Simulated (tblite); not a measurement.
C5H7FSi2.
Numbering: `[CH3:1][C:2]#[C:3][SiH2:4][C:5]#[C:6][SiH2:7][F:8]` (hydrogens: H9, H10, H11 on C1; H12, H13 on Si4; H14, H15 on Si7)

Computed geometry: GFN2-xTB, gas phase.

Give the optimised bond lengths and angles.

```csv
bond,length (pm)
C1–C2,144.6
C2≡C3,120.5
C3–Si4,184.4
Si4–C5,185.6
C5≡C6,121.1
C6–Si7,184.4
Si7–F8,161.3
"C1–H9, C1–H10, C1–H11",109.0
"Si4–H12, Si4–H13",146.9
"Si7–H14, Si7–H15",145.6
```

Bonds in one row agree within 1 pm and their mean is given. A selection of angles:
```csv
angle,degrees
C1–C2–C3,179.6
C2–C3–Si4,178.3
C3–Si4–C5,107.5
Si4–C5–C6,177.8
C5–C6–Si7,179.6
C6–Si7–F8,107.1
```

The 8 heavy atoms lie in one plane (0.001 Å rms). The 3 C–C bonds span 1.205 Å (C2≡C3, drawn triple) to 1.446 Å (C1–C2, drawn single), a spread of 0.241 Å. Si4 (SiH2 silicon) is tetrahedral (angles from 107.5° to 112.5°). Si7 (fluorine-bound silicon) is distorted tetrahedral (angles from 104.9° to 115.7°).

Point group: near Cs, missed by 0.16 Å at most; the miss may be what the optimiser left on a soft mode. Its lowest GFN2-xTB frequency is 4i cm⁻¹, too small to tell a flat minimum from a shallow saddle.
